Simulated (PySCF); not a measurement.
AsH5, SMILES [AsH5].

Geometry optimised at PBE0-D3(BJ)/def2-TZVP.

Level of theory: PBE/def2-TZVPD (PySCF).

The molecule is in vacuum.

```json
{
 "total_energy": "-2238.40012 hartree",
 "point_group": "D3h",
 "highest_occupied_level": "-4.99 eV",
 "lowest_empty_level": "-1.50 eV",
 "orbital_gap": "3.48 eV",
 "dipole_moment": "0.00 D",
 "quadrupole, principal values (traceless, Buckingham form, about the centre of nuclear charge)": "-5.08, 2.54, 2.54 D·Å",
 "mean_static_polarisability": "43.1 bohr³ (6.39 Å³)",
 "polarisability_principal_values": "39.1, 39.1, 51.0 bohr³"
}
```
